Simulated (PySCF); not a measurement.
**Atomic charges against the basis set**

C₄H₈OSi.
Z-matrix (Å and degrees, PBE0-D3(BJ)/def2-SVP geometry), rows numbered from 1:
```
C 
C   1  1.5074
O   2  1.2110  1  122.38
Si  2  1.9161  1  119.20  3  -179.63
C   4  1.8707  2  119.25  1   -27.35
C   5  1.5262  4   65.95  2   104.10
H   1  1.1017  2  110.58  3  -126.09
H   1  1.1022  2  109.74  3   116.06
H   1  1.0988  2  109.72  3    -4.42
H   4  1.4816  2  114.64  1  -179.71
H   5  1.0957  4  118.06  6   108.87
H   5  1.0957  4  119.11  6  -109.07
H   6  1.0958  4  118.68  5   109.07
H   6  1.0957  4  118.30  5  -108.95
```

PBE0 throughout (PySCF), one geometry, spherical d and f functions. Isolated species at its PBE0-D3(BJ)/def2-SVP geometry (one conformer only). Atoms taken as equivalent share a column and are averaged. The first 7 of 9 kinds of atom are listed.

Mulliken charges (e):

```tsv
basis	functions	C1	C2	O3	Si4	C5/C6	H7/H8/H9	H10
STO-3G	42	-0.261	+0.021	-0.188	+0.565	-0.305	+0.092	-0.094
6-31G	74	-0.565	+0.133	-0.394	+0.685	-0.599	+0.200	-0.075
pcSseg-0	74	-0.681	-0.077	-0.451	+1.138	-0.901	+0.259	-0.013
6-31G*	104	-0.613	+0.260	-0.392	+0.394	-0.526	+0.206	-0.031
cc-pVDZ	128	-0.068	-0.039	-0.217	+0.252	-0.191	+0.070	-0.018
def2-SVP	128	-0.054	-0.089	-0.229	+0.359	-0.258	+0.070	-0.034
pcSseg-1	149	-0.274	-0.043	-0.348	+0.589	-0.475	+0.143	-0.034
aug-cc-pVDZ	214	+0.263	+0.315	-0.575	+0.075	+0.821	-0.078	+0.300
6-311+G(2d,p)	218	-0.590	+0.126	-0.350	+0.723	-0.461	+0.173	-0.022
def2-TZVP	240	-0.346	+0.131	-0.276	+0.192	-0.340	+0.141	+0.008
cc-pVTZ	296	-0.290	+0.096	-0.252	+0.218	-0.289	+0.115	-0.004
IGLO-III	299	-0.427	+0.223	-0.394	+0.667	-0.436	+0.138	-0.144
```

IAO charges (e):

```csv
basis,functions,C1,C2,O3,Si4,C5/C6,H7/H8/H9,H10
STO-3G,42,-0.434,-0.018,-0.173,+0.749,-0.492,+0.145,-0.086
6-31G,74,-0.481,+0.138,-0.356,+0.595,-0.501,+0.169,-0.053
pcSseg-0,74,-0.474,+0.116,-0.337,+0.626,-0.515,+0.167,-0.054
6-31G*,104,-0.466,+0.157,-0.379,+0.681,-0.506,+0.161,-0.084
cc-pVDZ,128,-0.467,+0.160,-0.374,+0.675,-0.508,+0.161,-0.083
def2-SVP,128,-0.456,+0.152,-0.373,+0.694,-0.505,+0.158,-0.088
pcSseg-1,149,-0.464,+0.156,-0.387,+0.704,-0.514,+0.161,-0.085
aug-cc-pVDZ,214,-0.475,+0.169,-0.399,+0.682,-0.519,+0.165,-0.080
"6-311+G(2d,p)",218,-0.478,+0.163,-0.399,+0.714,-0.528,+0.166,-0.087
def2-TZVP,240,-0.478,+0.162,-0.397,+0.721,-0.530,+0.166,-0.089
cc-pVTZ,296,-0.480,+0.164,-0.393,+0.708,-0.527,+0.166,-0.086
IGLO-III,299,-0.479,+0.162,-0.399,+0.723,-0.532,+0.167,-0.088
```

Hirshfeld charges (e):

| basis | functions | C1 | C2 | O3 | Si4 | C5/C6 | H7/H8/H9 | H10 |
| --- | --- | --- | --- | --- | --- | --- | --- | --- |
| STO-3G | 42 | -0.052 | +0.050 | -0.149 | +0.307 | -0.114 | +0.025 | -0.059 |
| 6-31G | 74 | -0.102 | +0.085 | -0.226 | +0.247 | -0.150 | +0.053 | -0.051 |
| pcSseg-0 | 74 | -0.113 | +0.086 | -0.216 | +0.290 | -0.151 | +0.049 | -0.048 |
| 6-31G* | 104 | -0.100 | +0.086 | -0.225 | +0.248 | -0.152 | +0.052 | -0.054 |
| cc-pVDZ | 128 | -0.116 | +0.082 | -0.211 | +0.281 | -0.158 | +0.053 | -0.057 |
| def2-SVP | 128 | -0.120 | +0.088 | -0.220 | +0.291 | -0.160 | +0.053 | -0.057 |
| pcSseg-1 | 149 | -0.122 | +0.085 | -0.226 | +0.302 | -0.164 | +0.055 | -0.056 |
| aug-cc-pVDZ | 214 | -0.128 | +0.076 | -0.229 | +0.307 | -0.171 | +0.058 | -0.055 |
| 6-311+G(2d,p) | 218 | -0.120 | +0.074 | -0.232 | +0.307 | -0.167 | +0.057 | -0.054 |
| def2-TZVP | 240 | -0.123 | +0.078 | -0.228 | +0.301 | -0.167 | +0.057 | -0.055 |
| cc-pVTZ | 296 | -0.125 | +0.080 | -0.224 | +0.298 | -0.166 | +0.057 | -0.056 |
| IGLO-III | 299 | -0.130 | +0.079 | -0.232 | +0.307 | -0.168 | +0.058 | -0.052 |

ESP-fitted charges (e):

| basis | functions | C1 | C2 | O3 | Si4 | C5/C6 | H7/H8/H9 | H10 |
| --- | --- | --- | --- | --- | --- | --- | --- | --- |
| STO-3G | 42 | -0.512 | +0.452 | -0.318 | +0.152 | -0.288 | +0.138 | -0.010 |
| 6-31G | 74 | -0.534 | +0.637 | -0.490 | -0.070 | -0.357 | +0.159 | +0.050 |
| pcSseg-0 | 74 | -0.681 | +0.672 | -0.491 | -0.019 | -0.410 | +0.195 | +0.058 |
| 6-31G* | 104 | -0.569 | +0.585 | -0.432 | -0.082 | -0.346 | +0.168 | +0.052 |
| cc-pVDZ | 128 | -0.532 | +0.560 | -0.413 | -0.096 | -0.311 | +0.159 | +0.062 |
| def2-SVP | 128 | -0.534 | +0.583 | -0.435 | -0.078 | -0.318 | +0.158 | +0.059 |
| pcSseg-1 | 149 | -0.558 | +0.598 | -0.460 | -0.032 | -0.353 | +0.166 | +0.049 |
| aug-cc-pVDZ | 214 | -0.592 | +0.629 | -0.475 | -0.063 | -0.337 | +0.174 | +0.052 |
| 6-311+G(2d,p) | 218 | -0.611 | +0.630 | -0.474 | -0.065 | -0.345 | +0.180 | +0.058 |
| def2-TZVP | 240 | -0.607 | +0.625 | -0.465 | -0.063 | -0.344 | +0.179 | +0.054 |
| cc-pVTZ | 296 | -0.582 | +0.595 | -0.446 | -0.057 | -0.335 | +0.173 | +0.051 |
| IGLO-III | 299 | -0.590 | +0.617 | -0.468 | -0.055 | -0.337 | +0.175 | +0.052 |

Some averages cover members that differ in this geometry, most widely: H7/H8/H9, Mulliken in aug-cc-pVDZ -0.193 to -0.013; H7/H8/H9, ESP-fitted in cc-pVDZ +0.138 to +0.170; H7/H8/H9, ESP-fitted in pcSseg-1 +0.145 to +0.177; H7/H8/H9, ESP-fitted in def2-SVP +0.138 to +0.169 e.

Q: Which scheme is steadiest as the basis changes?

A: Largest range over the bases for any column: Hirshfeld 0.08 e, IAO 0.23 e, ESP-fitted 0.25 e, Mulliken 1.72 e. Hirshfeld charges move least and Mulliken charges most, counted in e. Without the minimal STO-3G basis the ranges are Hirshfeld 0.06, IAO 0.13, ESP-fitted 0.15, Mulliken 1.72 e.

Q: How much do the charges still move between the two largest bases, cc-pVTZ and IGLO-III?

A: At most, over all atoms: Mulliken 0.449 e, IAO 0.016 e, Hirshfeld 0.010 e, ESP-fitted 0.022 e.

Q: What do the same runs give for the total energy, the frontier levels and the dipole moment?

A: 
```tsv
basis	energy (Eh)	HOMO (eV)	LUMO (eV)	μ (D)
STO-3G	-515.2639	-3.76	2.43	0.99
6-31G	-521.3964	-6.71	-0.99	3.06
pcSseg-0	-520.6289	-6.95	-1.26	2.67
6-31G*	-521.4920	-6.64	-0.95	2.78
cc-pVDZ	-521.5242	-6.70	-1.00	2.57
def2-SVP	-521.2542	-6.80	-1.11	2.59
pcSseg-1	-521.4795	-6.93	-1.24	2.71
aug-cc-pVDZ	-521.5425	-6.91	-1.28	2.86
6-311+G(2d,p)	-521.5937	-6.95	-1.34	2.84
def2-TZVP	-521.6138	-6.91	-1.30	2.74
cc-pVTZ	-521.6091	-6.87	-1.23	2.69
IGLO-III	-521.6203	-6.93	-1.33	2.79
```

The dipole is fixed by the density alone, so its range of 2.07 D shows that the density itself changes with the basis, not only its division among atoms.
